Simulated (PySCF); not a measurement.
Species: C₂H₁₂O₂Si₃.
Geometry (GFN2-xTB, Å), atoms numbered from 1 in this order:
```
atom  x, y, z in Å
C1    -2.772   -0.460    0.144
C2    -1.835    0.213   -0.848
O3    -0.526   -0.260   -0.762
Si4    0.478   -0.295    0.514
Si5    0.701    1.749    1.539
O6     1.908   -0.707   -0.124
Si7    2.965   -1.167   -1.256
H8    -2.477   -0.213    1.161
H9    -2.725   -1.539    0.021
H10   -3.793   -0.127   -0.022
H11   -2.170    0.017   -1.873
H12   -1.842    1.299   -0.682
H13    0.126   -1.442    1.366
H14    0.849    1.631    2.995
H15   -0.496    2.592    1.359
H16    1.822    2.577    1.079
H17    4.132   -0.316   -1.022
H18    3.249   -2.580   -1.009
H19    2.398   -0.962   -2.587
```

The closed-shell SCF was solved with PySCF and density fitting under several settings on one GFN2-xTB geometry (grid level 2 and gas phase unless stated).

| settings | basis functions | SCF cycles | E (Eh) | HOMO (eV) | LUMO (eV) | dipole (D) |
| --- | --- | --- | --- | --- | --- | --- |
| PW91/pcSseg-1 | 200 | 15 | -1102.2600 | -6.36 | -1.14 | 1.37 |
| PBE0/6-31G, grid level 1, start guess vsap | 99 | 14 | -1101.5551 | -7.36 | 0.17 | 1.43 |

**Question.** Estimate the rows for these settings: (1) HSE06/pcSseg-1, grid level 1, energy threshold 1e-11 Eh; (2) PBE0/pcSseg-1.

**Answer.** 
| settings | basis functions | SCF cycles | E (Eh) | HOMO (eV) | LUMO (eV) | dipole (D) |
| --- | --- | --- | --- | --- | --- | --- |
| HSE06/pcSseg-1, grid level 1, energy threshold 1e-11 Eh | 200 | 12 | -1101.8290 | -7.24 | -0.66 | 1.40 |
| PBE0/pcSseg-1 | 200 | 12 | -1101.7621 | -7.63 | -0.28 | 1.40 |

**Question.** Over all rows, what range does the HOMO–LUMO gap span?

**Answer.** From 5.22 eV (PW91/pcSseg-1) to 7.53 eV (PBE0/6-31G, grid level 1, start guess vsap). The functional of the narrowest has no exact exchange, that of the widest 25 % exact exchange.

**Question.** And the dipole moment?

**Answer.** From 1.37 D (PW91/pcSseg-1) to 1.43 D (PBE0/6-31G, grid level 1, start guess vsap); the largest is 1.04 times the smallest, and the median is 1.40 D.

**Question.** Compare two rows with the functional PBE0: PBE0/pcSseg-1 and PBE0/6-31G, grid level 1, start guess vsap. Which energy is lower, and by how much?

**Answer.** PBE0/pcSseg-1 (200 functions) lies 0.2070 Eh or 130 kcal/mol below PBE0/6-31G, grid level 1, start guess vsap (99 functions).

Whole jobs, the steps after the SCF included, on an Intel Xeon at 2.70 GHz with one thread (shared host):

| settings | work after the SCF | wall time | peak memory |
| --- | --- | --- | --- |
| PW91/pcSseg-1 | shieldings, charges and field gradients | 62 s | 0.77 GiB |
| PBE0/6-31G, grid level 1, start guess vsap | 12 singlets by TDA, polarisability | 15 s | 0.61 GiB |
| HSE06/pcSseg-1, grid level 1, energy threshold 1e-11 Eh | shieldings, charges and field gradients | 73 s | 1.1 GiB |
| PBE0/pcSseg-1 | shieldings | 48 s | 1.0 GiB |

Cycle counts include a coarse-grid stage where the run had one.

One conformer stands for the species.
